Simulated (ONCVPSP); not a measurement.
**PBEsol ONCV dataset for Pd (Z = 46), scalar-relativistic all-electron reference.**

ONCVPSP 4.0.1 was run on this input:

```
# ATOM AND REFERENCE CONFIGURATION
# atsym  z   nc   nv     iexc    psfile
  Pd 46.00    8    2  -116133      upf
#
#   n    l    f
    1    0    2.00
    2    0    2.00
    2    1    6.00
    3    0    2.00
    3    1    6.00
    3    2   10.00
    4    0    2.00
    4    1    6.00
    4    2    9.00
    5    0    1.00
#
# PSEUDOPOTENTIAL AND OPTIMIZATION
# lmax
    2
#
#   l,   rc,      ep,       ncon, nbas, qcut
    0    2.25    0.00    4    8    2.70
    1    2.40    0.29    4    8    4.10
    2    1.85    0.00    3    7    9.60
#
# LOCAL POTENTIAL
# lloc, lpopt,  rc(5),   dvloc0
    4    5    1.60    0.00
#
# VANDERBILT-KLEINMAN-BYLANDER PROJECTORs
# l, nproj, debl
    0    2    1.80
    1    3    1.90
    2    2    2.10
#
# MODEL CORE CHARGE
# icmod, fcfact, rcfact
    3    4.00    1.00
#
# LOG DERIVATIVE ANALYSIS
# epsh1, epsh2, depsh
   -2.00    5.00    0.02
#
# OUTPUT GRID
# rlmax, drl
    6.00    0.01
#
# TEST CONFIGURATIONS
# ncnf
    4
# nvcnf
#   n    l    f
    2
    4    2   10.00
    5    0    0.00
#
    2
    4    2    9.00
    5    0    0.00
#
    2
    4    2    8.00
    5    0    0.00
#
    2
    4    2    7.00
    5    0    0.00
#
```

Command:

```bash
oncvpsp.x < Pd.dat > Pd.out
```

The program printed (shortened: citation, most of the input echo, consistency checks and plot data are left out):

```
ONCVPSP  (Optimized Norm-Conservinng Vanderbilt PSeudopotential)
scalar-relativistic version 4.0.1

#   n    l    f        energy (Ha)
    1    0    2.00    -8.8771602E+02
    2    0    2.00    -1.2972728E+02
    2    1    6.00    -1.1634169E+02
    3    0    2.00    -2.3483837E+01
    3    1    6.00    -1.9084955E+01
    3    2   10.00    -1.2093107E+01
    4    0    2.00    -3.2576096E+00
    4    1    6.00    -1.9999428E+00
    4    2    9.00    -2.4616945E-01
    5    0    1.00    -1.6081083E-01

Reference configufation results
  iterations    29
  all-electron total energy (Ha)   -5.04337667D+03

Begin loop to  construct optimized pseudo wave functions
and semi-local pseudopoentials for all angular momenta

   Wellstate for l =  0  n =  7
     eigenvalue =   1.6392
     asymptotic potential =   2.1392
     half-point radius =  4.8466

Calculating optimized projector #   1

 for l=   0

    Fraction of norm inside rc  0.229097
    Optimizing pswf for qcut=   2.70 a_B^-1,  ecut=   3.66 Ha
    Residual kinetic energy error=  1.09D-03 Ha

    Energy error per electron        Cutoff
         Ha          eV             Ha
         0.01000     0.27211        2.25
         0.00100     0.02721        3.86
         0.00010     0.00272       13.39
         0.00001     0.00027       28.90

Calculating optimized projector #   2

 for l=   0

    Fraction of norm inside rc  0.131101
    Optimizing pswf for qcut=   2.70 a_B^-1,  ecut=   3.66 Ha
    Residual kinetic energy error=  2.89D-02 Ha

    Energy error per electron        Cutoff
         Ha          eV             Ha
         0.01000     0.27211        4.25
         0.00100     0.02721       15.08
         0.00010     0.00272       42.68
         0.00001     0.00027       49.91

   Wellstate for l =  1  n =  6
     eigenvalue =   0.2900
     asymptotic potential =   0.7900
     half-point radius =  8.9060

   Wellstate for l =  1  n =  7
     eigenvalue =   2.1900
     asymptotic potential =   2.6900
     half-point radius =  4.5314

   Wellstate for l =  1  n =  8
     eigenvalue =   4.0900
     asymptotic potential =   4.5900
     half-point radius =  4.3151

Calculating optimized projector #   1

 for l=   1

    Fraction of norm inside rc  0.110059
    Optimizing pswf for qcut=   4.10 a_B^-1,  ecut=   8.41 Ha
    Residual kinetic energy error=  1.89D-05 Ha

    Energy error per electron        Cutoff
         Ha          eV             Ha
         0.01000     0.27211        0.99
         0.00100     0.02721        3.45
         0.00010     0.00272        5.05
         0.00001     0.00027       19.71

Calculating optimized projector #   2

 for l=   1

    Fraction of norm inside rc  0.155100
    Optimizing pswf for qcut=   4.10 a_B^-1,  ecut=   8.41 Ha
    Residual kinetic energy error=  6.05D-03 Ha

    Energy error per electron        Cutoff
         Ha          eV             Ha
         0.01000     0.27211        5.88
         0.00100     0.02721       38.95
         0.00010     0.00272       47.92
         0.00001     0.00027       62.54

Calculating optimized projector #   3

 for l=   1

    Fraction of norm inside rc  0.127337
    Optimizing pswf for qcut=   4.10 a_B^-1,  ecut=   8.41 Ha
    Residual kinetic energy error=  1.50D-02 Ha

    Energy error per electron        Cutoff
         Ha          eV             Ha
         0.01000     0.27211        9.71
         0.00100     0.02721       53.20
         0.00010     0.00272       62.87
         0.00001     0.00027       81.80

   Wellstate for l =  2  n =  6
     eigenvalue =   1.8538
     asymptotic potential =   2.3538
     half-point radius =  4.0399

Calculating optimized projector #   1

 for l=   2

    Fraction of norm inside rc  0.755753
    Optimizing pswf for qcut=   9.59 a_B^-1,  ecut=  46.01 Ha
    Residual kinetic energy error=  3.34D-09 Ha

    Energy error per electron        Cutoff
         Ha          eV             Ha
         0.01000     0.27211       21.19
         0.00100     0.02721       27.03
         0.00010     0.00272       32.22
         0.00001     0.00027       36.22

Calculating optimized projector #   2

 for l=   2

    Fraction of norm inside rc  0.107743
    Optimizing pswf for qcut=   9.59 a_B^-1,  ecut=  46.01 Ha
    Residual kinetic energy error=  1.28D-08 Ha

    Energy error per electron        Cutoff
         Ha          eV             Ha
         0.01000     0.27211       20.35
         0.00100     0.02721       26.89
         0.00010     0.00272       32.56
         0.00001     0.00027       36.89

Construct Vanderbilt / Kleinmman-Bylander projectors

B matrix Hermiticity error, ll=   0
   1   2   -7.7860E-05

  Orthonormal projector coefficients  5.9287E+00  7.1442E-01

B matrix Hermiticity error, ll=   1
   1   2    6.4950E-05
   1   3   -1.0417E-04
   2   3    1.1162E-04

  Orthonormal projector coefficients -1.5004E+01  4.7259E+00  7.4145E-01

B matrix Hermiticity error, ll=   2
   1   2   -2.0072E-04

  Orthonormal projector coefficients -2.4085E+00 -5.2226E-01

Model core correction analysis
  based on d2Exc/dn_idn_j

d2excae - all-electron derivatives

   -1.808305D-02   -8.241013D-03
   -8.238144D-03   -3.098473D-02

d2excps - pseudofunction derivatives with no core correction

   -2.905928D-02   -9.150196D-03
   -9.147001D-03   -3.146802D-02

rms 2nd derivative error    5.530909E-03

rmatch, rhocmatch    1.1849    4.9464

Teter function model core charge with specified parameters

d2excps - pseudofunction derivatives with core correction

   -2.573100D-02   -9.109246D-03
   -9.106056D-03   -3.147483D-02

rms 2nd derivative error    3.880674E-03

Pseudoatom total energy  -29.053397

Diagnostic tests using Vanderbilt-Kleinman-Bylander pseudopotentials
  1 or more projectors used as specified by nproj input data

   l    rcore       rmatch      e in        delta e   norm test  slope test

   0   2.2608862   2.3295316  -0.1608108  -0.0000012   0.9998593   0.9998774
   0   2.2608862   2.3295316   1.6391892   0.0000004   1.0001591   1.0001591

   1   2.4002612   2.4731384   0.2900000   0.0000027   1.0000807   1.0000807
   1   2.4002612   2.4731384   2.1900000   0.0000003   1.0002235   1.0002235
   1   2.4002612   2.4731384   4.0900000   0.0000784   1.0001655   1.0001655

   2   1.8558606   1.9122085  -0.2461694  -0.0000047   1.0000914   1.0000937
   2   1.8558606   1.9122085   1.8538306   0.0000282   1.0002029   1.0002029

 Testing for bound ghosts
   n   l    E NL Schr. Eq   E Basis Diag.   E Cutoff

   1   0       -0.160812       -0.152181     50.87

       1                       -1.603111     68.24  WARNING - GHOST(-)

   3   2       -0.246174       -0.245056     75.05

 Testing for highly-localized positive-energy ghosts
       l    <radius>/rc     E Basis Diag.   E Cutoff

       1        0.894815       34.437823     68.24  WARNING - GHOST(+)

Test configuration 0

   n   l     f        eae           eps        diff
   1   0  2.0000 -887.71601511
   2   0  2.0000 -129.72728134
   2   1  6.0000 -116.34168583
   3   0  2.0000  -23.48383681
   3   1  6.0000  -19.08495547
   3   2 10.0000  -12.09310668
   4   0  2.0000   -3.25760960
   4   1  6.0000   -1.99994283
   4   2  9.0000   -0.24616945   -0.24617414   -4.70D-06
   5   0  1.0000   -0.16081083   -0.16081205   -1.21D-06

    Total energies and differences
      AE_ref= -5.04337667D+03  AE_tst= -5.04337667D+03  dif=  0.00D+00
      PS_ref= -2.90533966D+01  PS_tst= -2.90533966D+01  dif=  6.39D-14
      PSP excitation error= -6.39D-14

Test configuration 1

   n   l     f        eae           eps        diff
   1   0  2.0000 -887.59054673
   2   0  2.0000 -129.59548749
   2   1  6.0000 -116.21034988
   3   0  2.0000  -23.35306270
   3   1  6.0000  -18.95416847
   3   2 10.0000  -11.96186137
   4   0  2.0000   -3.13281044
   4   1  6.0000   -1.87940045
   4   2 10.0000   -0.14885561   -0.14816253    6.93D-04

    Total energies and differences
      AE_ref= -5.04337667D+03  AE_tst= -5.04343219D+03  dif= -5.55D-02
      PS_ref= -2.90533966D+01  PS_tst= -2.91075298D+01  dif= -5.41D-02
      PSP excitation error= -1.38D-03

Test configuration 2

psatom: WARNING lschvkbb convergence error n,l,iter=   1   0  14
ea(ii),et,emin,emax -2.075096E-01 -2.125757E-01 -2.125757E-01 -2.125757E-01
run_config: WARNING for fully non-local PS atom, stg. 1
 WARNING no output for configuration 3

Test configuration 3

psatom: WARNING lschvkbb convergence error n,l,iter=   1   0   8
ea(ii),et,emin,emax -2.033143E-01 -2.154694E-01 -2.154694E-01 -2.154694E-01
run_config: WARNING for fully non-local PS atom, stg. 1
 WARNING no output for configuration 4

Test configuration 4

psatom: WARNING lschvkbb convergence error n,l,iter=   1   0   6
ea(ii),et,emin,emax -1.966707E-01 -2.136966E-01 -2.136966E-01 -2.136966E-01
run_config: WARNING for fully non-local PS atom, stg. 1
 WARNING no output for configuration 5
```

Note: ghosts flagged at negative energy: p at -43.6 eV; GHOST(+) flags only above 600 eV. A true bound ghost makes a file unfit for plane-wave use.

The run took about 3.3 s on one core of a shared server CPU.
